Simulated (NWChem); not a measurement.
trichloroethylene (C2HCl3); SMILES ClC=C(Cl)Cl

```xyz
6

Cl    -0.3601    -2.2482     0.0000
C     -0.9189    -0.6331     0.0000
C     -0.1072     0.4326     0.0000
Cl     1.6007     0.3237     0.0000
Cl    -0.7606     2.0248     0.0000
H     -2.0020    -0.5029     0.0000
```
Atoms are numbered in this order, from 1.

Program: NWChem. Pople sets run with spherical d functions. The geometry was optimised at PBE0/def2-SVP.

Task: Predict the results for B3LYP/6-311++G**. Quantities: highest occupied level (eV); orbital gap (eV); dipole (D).

Result: 
| Quantity | Result |
|---|---|
| highest occupied level (eV) | -7.20 |
| orbital gap (eV) | 6.06 |
| dipole (D) | 0.89 |
